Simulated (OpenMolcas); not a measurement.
## Lines of Pd III: computed and rescaled rates

* Program: OpenMolcas 26.06
* Method: MS-CASPT2, IPEA 0.25 Eh, imaginary shift 0.1 Eh (closed shells correlated: 4s 4p)
* Basis: ANO-R3 [8s6p5d3f2g1h]
* Scalar Hamiltonian: X2C, finite nucleus
* Active space: 8 electrons in 6 orbitals (4d 5s)
* State averaging: 2S+1 = 3 even, 55 roots; 2S+1 = 5 even, 10 roots kept (CI in the orbitals of an earlier block); 2S+1 = 1 even, 50 roots kept (CI in the orbitals of an earlier block)
* Spin-orbit coupling: state interaction with AMFI integrals over the reference wave functions, term energies averaged over their components

Rates come from the transition moments of the reference wave functions (E1 and E2 in the length form). At fixed line strength A goes as λ^-3 for E1 and M1 and as λ^-5 for E2, so a rate at the computed wavelength can be rescaled to the measured one. Measured vacuum wavelengths follow from level energies in Moore, Atomic Energy Levels, vol. III, NSRDS-NBS 35 (1971 reprint of NBS Circular 467, 1958). Branching counts decays inside the model space alone, at computed energies, and the table is only a selection of the E2 and M1 lines, drawn from those between levels with measured partners whose computed energy lies within a factor of 1.5 of the measured one.

```json
{"Upper": "4d⁸ ³F₂", "Lower": "4d⁸ ³F₃", "Type": "M1", "λ computed (nm)": "7387", "λ measured (nm)": "6861", "A computed (s-1)": "7.50e-02", "A rescaled (s-1)": "9.36e-02", "Branching %": "100.0"}
{"Upper": "4d⁸ ³F₃", "Lower": "4d⁸ ³F₄", "Type": "M1", "λ computed (nm)": "2999", "λ measured (nm)": "3096", "A computed (s-1)": "9.61e-01", "A rescaled (s-1)": "8.73e-01", "Branching %": "100.0"}
{"Upper": "4d⁸ ³P₁", "Lower": "4d⁸ ³F₂", "Type": "M1", "λ computed (nm)": "1153", "λ measured (nm)": "1139", "A computed (s-1)": "2.32e-01", "A rescaled (s-1)": "", "Branching %": "31.2"}
{"Upper": "4d⁸ ³P₀", "Lower": "4d⁸ ³F₂", "Type": "E2", "λ computed (nm)": "1122", "λ measured (nm)": "1110", "A computed (s-1)": "1.31e-02", "A rescaled (s-1)": "1.38e-02", "Branching %": "94.7"}
{"Upper": "4d⁸ ¹G₄", "Lower": "4d⁸ ³F₃", "Type": "M1", "λ computed (nm)": "704.8", "λ measured (nm)": "682.6", "A computed (s-1)": "4.83e-01", "A rescaled (s-1)": "", "Branching %": "24.3"}
{"Upper": "4d⁸ ¹G₄", "Lower": "4d⁸ ³F₄", "Type": "M1", "λ computed (nm)": "570.6", "λ measured (nm)": "559.3", "A computed (s-1)": "1.50e+00", "A rescaled (s-1)": "", "Branching %": "75.5"}
{"Upper": "4d⁷ 5s ⁵F₅", "Lower": "4d⁸ ³F₄", "Type": "E2", "λ computed (nm)": "196", "λ measured (nm)": "189", "A computed (s-1)": "9.72e-01", "A rescaled (s-1)": "", "Branching %": "95.7"}
{"Upper": "4d⁷ 5s ⁵F₂", "Lower": "4d⁸ ³F₂", "Type": "E2", "λ computed (nm)": "195.8", "λ measured (nm)": "188.1", "A computed (s-1)": "7.76e-01", "A rescaled (s-1)": "", "Branching %": "49.6"}
{"Upper": "4d⁷ 5s ⁵F₃", "Lower": "4d⁸ ³F₃", "Type": "E2", "λ computed (nm)": "194.7", "λ measured (nm)": "186.9", "A computed (s-1)": "1.58e+00", "A rescaled (s-1)": "", "Branching %": "72.6"}
{"Upper": "4d⁷ 5s ⁵F₁", "Lower": "4d⁸ ³F₂", "Type": "E2", "λ computed (nm)": "193.3", "λ measured (nm)": "185.7", "A computed (s-1)": "8.57e-01", "A rescaled (s-1)": "", "Branching %": "52.6"}
{"Upper": "4d⁷ 5s ⁵F₄", "Lower": "4d⁸ ³F₄", "Type": "E2", "λ computed (nm)": "188.4", "λ measured (nm)": "181.5", "A computed (s-1)": "3.84e+00", "A rescaled (s-1)": "", "Branching %": "84.3"}
{"Upper": "4d⁷ 5s ⁵F₁", "Lower": "4d⁸ ³F₃", "Type": "E2", "λ computed (nm)": "188.4", "λ measured (nm)": "180.8", "A computed (s-1)": "5.97e-01", "A rescaled (s-1)": "", "Branching %": "36.6"}
{"Upper": "4d⁷ 5s ⁵F₂", "Lower": "4d⁸ ³F₄", "Type": "E2", "λ computed (nm)": "179.3", "λ measured (nm)": "172.9", "A computed (s-1)": "3.38e-01", "A rescaled (s-1)": "", "Branching %": "21.6"}
{"Upper": "4d⁷ 5s ³H₄ [62 %]", "Lower": "4d⁸ ¹G₄", "Type": "E2", "λ computed (nm)": "169.2", "λ measured (nm)": "164.7", "A computed (s-1)": "6.11e+01", "A rescaled (s-1)": "", "Branching %": "24.0"}
{"Upper": "4d⁷ 5s ⁵P₂ [75 %]", "Lower": "4d⁸ ³F₂", "Type": "E2", "λ computed (nm)": "168.2", "λ measured (nm)": "163.7", "A computed (s-1)": "2.96e+01", "A rescaled (s-1)": "", "Branching %": "49.3"}
{"Upper": "4d⁷ 5s ³P₂(2)", "Lower": "4d⁸ ³P₁", "Type": "E2", "λ computed (nm)": "166.2", "λ measured (nm)": "161.3", "A computed (s-1)": "1.23e+02", "A rescaled (s-1)": "1.43e+02", "Branching %": "24.6"}
{"Upper": "4d⁷ 5s ⁵P₃", "Lower": "4d⁸ ³F₃", "Type": "E2", "λ computed (nm)": "164.6", "λ measured (nm)": "160.1", "A computed (s-1)": "6.10e+00", "A rescaled (s-1)": "", "Branching %": "70.3"}
{"Upper": "4d⁷ 5s ¹H₅", "Lower": "4d⁸ ¹G₄", "Type": "E2", "λ computed (nm)": "162.6", "λ measured (nm)": "158.9", "A computed (s-1)": "3.14e+02", "A rescaled (s-1)": "3.52e+02", "Branching %": "90.7"}
{"Upper": "4d⁷ 5s ⁵P₂ [75 %]", "Lower": "4d⁸ ³F₄", "Type": "E2", "λ computed (nm)": "155.9", "λ measured (nm)": "152", "A computed (s-1)": "1.83e+01", "A rescaled (s-1)": "", "Branching %": "30.5"}
{"Upper": "4d⁷ 5s ³G₄", "Lower": "4d⁸ ³F₃", "Type": "E2", "λ computed (nm)": "152.1", "λ measured (nm)": "147.5", "A computed (s-1)": "1.64e+02", "A rescaled (s-1)": "1.91e+02", "Branching %": "88.3"}
{"Upper": "4d⁷ 5s ³G₃", "Lower": "4d⁸ ³F₂", "Type": "E2", "λ computed (nm)": "151.5", "λ measured (nm)": "146.8", "A computed (s-1)": "1.33e+02", "A rescaled (s-1)": "1.56e+02", "Branching %": "75.3"}
{"Upper": "4d⁷ 5s ³G₅", "Lower": "4d⁸ ³F₄", "Type": "E2", "λ computed (nm)": "146.8", "λ measured (nm)": "142.9", "A computed (s-1)": "2.03e+02", "A rescaled (s-1)": "2.32e+02", "Branching %": "97.5"}
{"Upper": "4d⁷ 5s ³H₅", "Lower": "4d⁸ ³F₃", "Type": "E2", "λ computed (nm)": "141", "λ measured (nm)": "137.5", "A computed (s-1)": "2.11e+02", "A rescaled (s-1)": "2.39e+02", "Branching %": "91.0"}
{"Upper": "4d⁷ 5s ³H₆", "Lower": "4d⁸ ³F₄", "Type": "E2", "λ computed (nm)": "136.8", "λ measured (nm)": "133.9", "A computed (s-1)": "2.67e+02", "A rescaled (s-1)": "2.97e+02", "Branching %": "99.7"}
{"Upper": "4d⁷ 5s ³P₂(2)", "Lower": "4d⁸ ³F₄", "Type": "E2", "λ computed (nm)": "136", "λ measured (nm)": "132.5", "A computed (s-1)": "1.44e+02", "A rescaled (s-1)": "1.64e+02", "Branching %": "28.8"}
```

Spin-changing lines and M1 lines between different terms are not rescaled, since their strength hangs on the term gaps too.

The largest correction is for 4d⁸ ³F₂ → 4d⁸ ³F₃ (M1): 7.50e-02 × (7387 / 6861)^3 = 9.36e-02 s-1, a factor of 1.25.

The computed rate and branching of 4d⁸ ³F₃ → 4d⁸ ³F₄ give the upper level a radiative lifetime of 1.000 / 9.61e-01 s-1 = 1.04e+00 s, counting decays inside the model space alone. The rescaled rate gives about 1.1e+00 s.

These are rates of the free ion; in crystals, glasses and complexes forced electric-dipole and non-radiative decay shorten such lifetimes by orders of magnitude. No measured rate stands beside these. Rescaling mends the energy factor alone: line strengths can still be far off where a level mixes with configurations outside the active space, and weak or spin-changing lines hang on small mixing coefficients that depend on the term gaps too, so rescaling need not improve them.

CASPT2 breaks the degeneracy within a term, and the mean is taken; among the terms shown or strongly mixed into the levels shown the widest spread is 1400 cm-1 (4d⁸ ¹G). Terms from blocks run as CI alone lack orbitals of their own. A single d shell beside an s shell can misplace configurations of different d count against each other. The CASPT2 spread within a term exceeds the gap to the next term for 4d⁷ 5s ³P(2) and 4d⁷ 5s ³H, 4d⁷ 5s ³H and 4d⁷ 5s ¹G, so the order of their levels is uncertain, and so are names and mixing where such terms share a J. Measured partners are found by configuration, term and J. A level has none where our copy of the source lacks it or the pairing is in doubt (some pairs that miss far off the trend of their configuration count as doubtful). Levels of configurations outside the active space are missing.

A share in square brackets marks a mixed level and gives the weight of the term that names it. A number in round brackets counts repeated terms of one configuration in the order of the reference energies.
